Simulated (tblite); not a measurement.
Record of a relaxation.

Compound: C6H9O2 (doublet state).
Numbering: `[CH3:1][C@@H:2]1[CH:3][O:4][C:5](=[O:6])[CH2:7][CH2:8]1` (hydrogens: H9, H10, H11 on C1; H12 on C2; H13 on C3; H14, H15 on C7; H16, H17 on C8)
Bond orders are those of one Lewis drawing.

Computed with GFN2-xTB (tblite), gas phase: L-BFGS steps from a force-field or distance-geometry start until the largest atomic force falls under 0.01 eV/Å. 9 of its 29 geometries are shown.

Step 0: E = -694.3521 eV, largest atomic force 1.537 eV/Å
```
atom  x, y, z in Å  |  force x, y, z in eV/Å
C1     -2.158   -0.102    0.156   -0.988   0.002   0.148
C2     -0.706   -0.097   -0.281    0.397  -0.606   0.838
C3     -0.083   -1.445   -0.068    1.470   0.242   0.380
O4      1.239   -1.597    0.338   -0.844   0.365  -0.109
C5      2.087   -0.555    0.558    0.667  -0.063  -0.275
O6      3.232   -0.724    0.945   -1.272  -0.349  -0.230
C7      1.566    0.813    0.180    0.216   0.361   0.516
C8      0.096    0.951    0.508   -0.507   0.083   0.013
H9     -2.740   -0.833   -0.419    0.181   0.150   0.130
H10    -2.282   -0.348    1.223    0.228   0.088  -0.439
H11    -2.619    0.885   -0.010    0.244  -0.322   0.042
H12    -0.660    0.130   -1.341   -0.016   0.238  -0.455
H13    -0.540   -2.391   -0.323    0.079   0.295   0.104
H14     1.765    0.980   -0.883   -0.061  -0.033   0.060
H15     2.121    1.566    0.760    0.099  -0.247  -0.266
H16    -0.069    0.824    1.596    0.079  -0.065  -0.491
H17    -0.256    1.956    0.245    0.029  -0.140   0.035
```

Step 4: E = -694.4770 eV, largest atomic force 0.179 eV/Å
```
atom  x, y, z in Å  |  force x, y, z in eV/Å
C1     -2.175   -0.110    0.156    0.009  -0.053  -0.017
C2     -0.702   -0.115   -0.263    0.059   0.132  -0.012
C3     -0.043   -1.432   -0.059   -0.014   0.123   0.007
O4      1.232   -1.580    0.344   -0.132  -0.017  -0.036
C5      2.082   -0.547    0.533   -0.039  -0.010   0.069
O6      3.195   -0.764    0.945    0.103  -0.141   0.041
C7      1.563    0.826    0.191    0.087   0.034   0.007
C8      0.082    0.952    0.504   -0.011   0.062   0.011
H9     -2.740   -0.835   -0.419   -0.030  -0.060  -0.016
H10    -2.273   -0.347    1.212    0.016  -0.045   0.020
H11    -2.608    0.876   -0.011    0.067  -0.058  -0.027
H12    -0.663    0.136   -1.338   -0.033   0.011   0.002
H13    -0.526   -2.360   -0.310    0.017  -0.022   0.065
H14     1.757    0.980   -0.873   -0.056   0.089  -0.078
H15     2.140    1.561    0.752    0.091  -0.014  -0.030
H16    -0.068    0.818    1.577   -0.043  -0.038   0.026
H17    -0.262    1.953    0.243   -0.092   0.006  -0.033
```

Step 7: E = -694.4855 eV, largest atomic force 0.107 eV/Å
```
atom  x, y, z in Å  |  force x, y, z in eV/Å
C1     -2.173   -0.117    0.154   -0.017   0.006   0.017
C2     -0.699   -0.106   -0.264   -0.021  -0.024  -0.008
C3     -0.044   -1.420   -0.059   -0.024  -0.043  -0.018
O4      1.224   -1.576    0.345   -0.006   0.027   0.019
C5      2.081   -0.549    0.536    0.021  -0.028   0.007
O6      3.192   -0.788    0.947    0.007   0.019   0.010
C7      1.569    0.831    0.191    0.024  -0.023   0.005
C8      0.083    0.959    0.505    0.036   0.018   0.024
H9     -2.743   -0.843   -0.421    0.064  -0.006   0.022
H10    -2.269   -0.352    1.212    0.014  -0.042  -0.030
H11    -2.600    0.869   -0.015   -0.023  -0.025  -0.011
H12    -0.667    0.140   -1.337   -0.008   0.065  -0.084
H13    -0.521   -2.352   -0.298   -0.070  -0.022   0.034
H14     1.749    0.991   -0.877   -0.015   0.027   0.009
H15     2.156    1.560    0.748    0.039  -0.001  -0.024
H16    -0.073    0.814    1.577   -0.014   0.026   0.006
H17    -0.274    1.954    0.240   -0.008   0.026   0.022
```

Step 10: E = -694.4880 eV, largest atomic force 0.063 eV/Å
```
atom  x, y, z in Å  |  force x, y, z in eV/Å
C1     -2.172   -0.119    0.154    0.040  -0.002  -0.026
C2     -0.699   -0.103   -0.268    0.030   0.024  -0.032
C3     -0.047   -1.420   -0.062    0.020   0.018  -0.027
O4      1.220   -1.574    0.348   -0.002  -0.035   0.019
C5      2.083   -0.552    0.538   -0.022   0.031  -0.034
O6      3.193   -0.793    0.950   -0.035   0.010  -0.002
C7      1.573    0.830    0.191   -0.033   0.024   0.001
C8      0.086    0.962    0.507   -0.033  -0.032  -0.029
H9     -2.736   -0.848   -0.419    0.019  -0.035  -0.021
H10    -2.267   -0.360    1.210    0.016  -0.013   0.010
H11    -2.601    0.864   -0.017   -0.050   0.005   0.011
H12    -0.670    0.149   -1.344    0.001   0.017   0.061
H13    -0.530   -2.354   -0.290   -0.037   0.023   0.043
H14     1.744    0.997   -0.877    0.009  -0.020   0.018
H15     2.166    1.560    0.743    0.013  -0.010  -0.005
H16    -0.076    0.816    1.578    0.011   0.015  -0.013
H17    -0.277    1.957    0.242    0.052  -0.018   0.026
```

Step 14: E = -694.4913 eV, largest atomic force 0.074 eV/Å
```
atom  x, y, z in Å  |  force x, y, z in eV/Å
C1     -2.166   -0.124    0.150   -0.041  -0.027   0.011
C2     -0.695   -0.096   -0.275   -0.033   0.007   0.046
C3     -0.047   -1.416   -0.074   -0.011   0.016  -0.025
O4      1.213   -1.575    0.354   -0.011   0.031  -0.031
C5      2.078   -0.552    0.535   -0.014  -0.032   0.039
O6      3.186   -0.796    0.952    0.013   0.021  -0.008
C7      1.573    0.832    0.192    0.023  -0.037  -0.024
C8      0.087    0.963    0.507    0.041   0.047   0.039
H9     -2.719   -0.862   -0.423    0.008  -0.001  -0.022
H10    -2.256   -0.373    1.205    0.020   0.017  -0.019
H11    -2.615    0.854   -0.017    0.006  -0.053   0.014
H12    -0.671    0.168   -1.345    0.028   0.008  -0.030
H13    -0.550   -2.348   -0.265   -0.002   0.031   0.036
H14     1.741    1.000   -0.876    0.014  -0.023  -0.044
H15     2.182    1.556    0.737   -0.057  -0.012   0.025
H16    -0.077    0.820    1.577    0.013  -0.041   0.026
H17    -0.270    1.960    0.250    0.002   0.047  -0.031
```

Step 18: E = -694.4942 eV, largest atomic force 0.042 eV/Å
```
atom  x, y, z in Å  |  force x, y, z in eV/Å
C1     -2.165   -0.132    0.147    0.009   0.003   0.000
C2     -0.695   -0.085   -0.277    0.004   0.011  -0.030
C3     -0.048   -1.407   -0.090    0.003   0.014   0.029
O4      1.206   -1.574    0.354    0.018   0.000  -0.014
C5      2.073   -0.555    0.536    0.034   0.013  -0.021
O6      3.181   -0.795    0.953    0.010  -0.032   0.017
C7      1.575    0.830    0.188   -0.016   0.008   0.007
C8      0.091    0.970    0.510   -0.028  -0.010  -0.024
H9     -2.704   -0.877   -0.431   -0.009  -0.004   0.006
H10    -2.245   -0.382    1.201   -0.020  -0.026   0.017
H11    -2.628    0.837   -0.014   -0.016   0.009  -0.013
H12    -0.667    0.186   -1.346    0.002   0.016  -0.004
H13    -0.571   -2.336   -0.235   -0.008   0.007   0.010
H14     1.741    0.997   -0.881    0.005  -0.029   0.014
H15     2.183    1.550    0.736   -0.020   0.009   0.002
H16    -0.074    0.818    1.580    0.029   0.006  -0.012
H17    -0.260    1.970    0.253    0.000   0.003   0.016
```

Step 21: E = -694.4949 eV, largest atomic force 0.024 eV/Å
```
atom  x, y, z in Å  |  force x, y, z in eV/Å
C1     -2.165   -0.134    0.146   -0.001   0.004  -0.010
C2     -0.696   -0.082   -0.279    0.006   0.004   0.007
C3     -0.048   -1.404   -0.089   -0.001   0.006   0.006
O4      1.206   -1.572    0.351    0.001  -0.012  -0.018
C5      2.075   -0.555    0.535   -0.012  -0.007   0.014
O6      3.182   -0.799    0.955    0.000   0.002  -0.005
C7      1.574    0.829    0.187    0.013   0.002   0.004
C8      0.090    0.971    0.509    0.017  -0.005  -0.005
H9     -2.702   -0.880   -0.433   -0.009  -0.004   0.007
H10    -2.244   -0.387    1.201   -0.008  -0.006  -0.018
H11    -2.632    0.834   -0.015   -0.009   0.001   0.002
H12    -0.666    0.192   -1.348   -0.012  -0.002   0.010
H13    -0.576   -2.331   -0.227    0.006   0.008   0.010
H14     1.742    0.992   -0.882    0.006  -0.003  -0.001
H15     2.180    1.550    0.736    0.000   0.023  -0.002
H16    -0.070    0.817    1.579    0.000   0.007  -0.016
H17    -0.258    1.974    0.255    0.002  -0.018   0.016
```

Step 24: E = -694.4950 eV, largest atomic force 0.014 eV/Å
```
atom  x, y, z in Å  |  force x, y, z in eV/Å
C1     -2.165   -0.135    0.145   -0.008  -0.001   0.000
C2     -0.695   -0.081   -0.280   -0.007  -0.006   0.005
C3     -0.048   -1.403   -0.089   -0.001  -0.006  -0.004
O4      1.207   -1.573    0.349    0.003   0.008  -0.005
C5      2.075   -0.555    0.536    0.004   0.001   0.001
O6      3.182   -0.800    0.955    0.001   0.000   0.000
C7      1.576    0.829    0.188    0.006  -0.001   0.000
C8      0.091    0.971    0.508    0.004   0.003   0.009
H9     -2.702   -0.882   -0.432    0.000   0.003  -0.005
H10    -2.245   -0.390    1.199   -0.003   0.002  -0.005
H11    -2.635    0.832   -0.015   -0.001  -0.001   0.000
H12    -0.667    0.194   -1.347   -0.006  -0.004  -0.003
H13    -0.577   -2.329   -0.223   -0.003  -0.005   0.004
H14     1.744    0.990   -0.882    0.010   0.000   0.000
H15     2.179    1.552    0.736    0.005   0.006  -0.007
H16    -0.068    0.817    1.578   -0.003  -0.006   0.012
H17    -0.257    1.973    0.257    0.000   0.007  -0.003
```

Step 28: E = -694.4951 eV, largest atomic force 0.009 eV/Å
```
atom  x, y, z in Å  |  force x, y, z in eV/Å
C1     -2.166   -0.135    0.145    0.002   0.000   0.001
C2     -0.696   -0.081   -0.279    0.002   0.003  -0.001
C3     -0.048   -1.403   -0.089    0.001   0.002  -0.001
O4      1.207   -1.572    0.347   -0.001  -0.002   0.000
C5      2.076   -0.555    0.536    0.001   0.002  -0.003
O6      3.182   -0.801    0.956    0.000   0.001   0.001
C7      1.577    0.830    0.188   -0.004   0.003   0.001
C8      0.092    0.971    0.509   -0.004  -0.003  -0.003
H9     -2.702   -0.882   -0.434    0.000   0.002  -0.006
H10    -2.247   -0.390    1.198   -0.006  -0.001   0.006
H11    -2.636    0.832   -0.015    0.000   0.001  -0.002
H12    -0.668    0.194   -1.347    0.001  -0.001   0.004
H13    -0.578   -2.329   -0.221    0.002  -0.001   0.004
H14     1.746    0.989   -0.882   -0.002   0.001   0.001
H15     2.180    1.554    0.735    0.003  -0.003  -0.001
H16    -0.068    0.817    1.579    0.003   0.000  -0.004
H17    -0.257    1.974    0.258    0.003  -0.005   0.003
```

Problem. Summarise the path.

Solution. The energy falls by 3.30 kcal/mol from step 0 to step 28; nine tenths of that is first reached at step 6. It falls at every step. The largest force goes from 1.537 to 0.009 eV/Å. Among the bonds C3–O4 changes most, from 1.391 to 1.340 Å; the atoms move by 0.056 Å rms after alignment.

Problem. Follow the three bonds and two angles with the largest change from start to end.

Solution. 
| step | E above end (kcal/mol) | largest force (eV/Å) | C3–O4 (Å) | C2–H12 (Å) | C2–C3 (Å) | C8–C7–H15 (°) | O4–C5–O6 (°) |
| --- | --- | --- | --- | --- | --- | --- | --- |
| 0 | 3.30 | 1.537 | 1.391 | 1.085 | 1.501 | 108.3 | 122.0 |
| 1 | 1.61 | 1.385 | 1.357 | 1.105 | 1.495 | 108.9 | 122.4 |
| 2 | 1.04 | 0.796 | 1.340 | 1.115 | 1.492 | 109.5 | 121.3 |
| 4 | 0.42 | 0.179 | 1.345 | 1.104 | 1.487 | 110.7 | 119.4 |
| 5 | 0.36 | 0.152 | 1.344 | 1.102 | 1.486 | 110.9 | 119.1 |
| 6 | 0.26 | 0.137 | 1.341 | 1.100 | 1.484 | 111.3 | 118.7 |
| 7 | 0.22 | 0.107 | 1.340 | 1.101 | 1.483 | 111.3 | 118.8 |
| 9 | 0.19 | 0.068 | 1.340 | 1.105 | 1.483 | 111.4 | 119.0 |
| 10 | 0.16 | 0.063 | 1.341 | 1.106 | 1.484 | 111.6 | 119.0 |
| 11 | 0.14 | 0.072 | 1.341 | 1.106 | 1.484 | 111.9 | 118.9 |
| 12 | 0.13 | 0.061 | 1.341 | 1.105 | 1.485 | 112.2 | 118.8 |
| 13 | 0.11 | 0.056 | 1.341 | 1.104 | 1.484 | 112.4 | 118.7 |
| 15 | 0.06 | 0.072 | 1.340 | 1.101 | 1.484 | 112.6 | 118.7 |
| 16 | 0.04 | 0.066 | 1.340 | 1.101 | 1.483 | 112.4 | 118.9 |
| 17 | 0.03 | 0.051 | 1.340 | 1.102 | 1.484 | 112.2 | 119.0 |
| 18 | 0.02 | 0.042 | 1.340 | 1.103 | 1.484 | 112.1 | 119.0 |
| 19 | 0.02 | 0.037 | 1.340 | 1.104 | 1.484 | 112.0 | 119.0 |
| 21 | 0.01 | 0.024 | 1.340 | 1.104 | 1.484 | 111.9 | 118.9 |
| 22 | 0.00 | 0.023 | 1.340 | 1.103 | 1.484 | 111.9 | 118.9 |
| 23 | 0.00 | 0.019 | 1.340 | 1.103 | 1.484 | 111.8 | 118.9 |
| 24 | 0.00 | 0.014 | 1.340 | 1.103 | 1.484 | 111.8 | 118.9 |
| 26 | 0.00 | 0.012 | 1.340 | 1.103 | 1.484 | 111.8 | 119.0 |
| 27 | 0.00 | 0.010 | 1.340 | 1.103 | 1.484 | 111.8 | 118.9 |
| 28 | 0.00 | 0.009 | 1.340 | 1.103 | 1.484 | 111.8 | 118.9 |

The cost below is that of the whole relaxation. On Arm Neoverse V2, one thread, no GPU, shared host with 96 logical CPUs at a one-minute load of 47, this took 0.13 s of wall time.
